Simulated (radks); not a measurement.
The numbers below are computed, except where a source is named.
Task: Ionisation of neutral carbon, [He] 2s2 2p2, to C+, [He] 2s2 2p1, under several functionals. Dirac Kohn-Sham, spin-unpolarised, spherical densities, finite nucleus; open shells fill j = l - 1/2 first; a radial shooting solver on a logarithmic mesh with Libxc functionals. The NIST Atomic Spectra Database gives 11.260 eV (measured). Rank these functionals by the error of their Delta-SCF ionisation energy: PBE; SOGGA; AM05; LDA (Slater exchange, Perdew-Zunger correlation); Wu-Cohen GGA; XLYP; B86b exchange with PBE correlation.

Result: From best to worst: LDA (Slater exchange, Perdew-Zunger correlation) 10.992 eV (-0.269); B86b exchange with PBE correlation 10.898 eV (-0.362); XLYP 10.878 eV (-0.383); PBE 10.865 eV (-0.395); Wu-Cohen GGA 10.819 eV (-0.441); AM05 10.773 eV (-0.487); SOGGA 10.689 eV (-0.571). Spin polarisation and multiplet splitting are left out, so open shells lie too high by an amount that depends on their filling.

Beside tabulated values, note that spin-unpolarised runs miss the spin-polarisation part of the exchange energy of open shells.
